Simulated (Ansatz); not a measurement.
Reaction (formal exchange of groups at the Si–S bond): `OCS[SiH2]S` + CH₃SH → `SC[SiH2]S` + `OCS`

Isolated molecules relaxed with PBE0-D4/def2-TZVP in Ansatz; ΔE leaves out vibrations. CBS: MP2 limit from def2 TZ/QZ plus the TZ coupled-cluster correction, frozen cores. This one scheme is used for every species. DFT in def2-TZVPP. One conformer a species, not always the lowest.

```json
{"level": "PBE", "ΔE (kcal/mol)": "18.8"}
{"level": "PBE0", "ΔE (kcal/mol)": "18.3"}
{"level": "SCS-MP2/def2-QZVPP", "ΔE (kcal/mol)": "17.1"}
{"level": "CCSD/CBS(def2)", "ΔE (kcal/mol)": "16.7"}
```

Q: What does CCSD(T)/CBS give? (Estimate.)

A: Ansatz gave: +17.3 kcal/mol. The listed levels differ from it by 1.5, 1.0, -0.2, -0.6 kcal/mol.

Largest T1 diagnostic among the species: 0.012.
